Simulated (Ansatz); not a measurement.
Start from `C[O][Zn][O][SiH3]` and change one atom or group to get `[SiH3][O][Zn][O][SiH3]`.

Ansatz, PBE0-D4/def2-TZVP geometries, multiplicity 1. Each molecule was computed in one conformer, which needn't be the lowest.

Scalar relativity is left out up to krypton.

| property | `C[O][Zn][O][SiH3]` |
| --- | --- |
| HOMO energy (PBE0/def2-TZVPP) / eV | -7.67 |
| LUMO energy (PBE/def2-TZVPP) / eV | -2.19 |
| LUMO energy (PBE0/def2-TZVPP) / eV | -1.27 |
| LUMO energy (B3LYP/def2-TZVPP) / eV | -1.58 |
| HOMO–LUMO gap (PBE0/def2-TZVPP) / eV | 6.40 |
| HOMO energy (ωB97M-V/def2-TZVPP) / eV | -10.08 |

Q: What does the change do to each property? (Best estimate.)

A: The calculation gave: 
```tsv
property	`[SiH3][O][Zn][O][SiH3]`	shift
HOMO energy (PBE0/def2-TZVPP) / eV	-8.37	-0.70
LUMO energy (PBE/def2-TZVPP) / eV	-2.47	-0.28
LUMO energy (PBE0/def2-TZVPP) / eV	-1.53	-0.26
LUMO energy (B3LYP/def2-TZVPP) / eV	-1.84	-0.26
HOMO–LUMO gap (PBE0/def2-TZVPP) / eV	6.84	0.44
HOMO energy (ωB97M-V/def2-TZVPP) / eV	-10.70	-0.62
```

With PBE0 the HOMO falls by 0.70 eV and the LUMO falls by 0.26 eV, so the gap widens by about 0.44 eV. PBE moves the HOMO by -0.76 eV and ωB97M-V by -0.62 eV.

B3LYP here is the variant with VWN-RPA as its local correlation; programs differ in this.
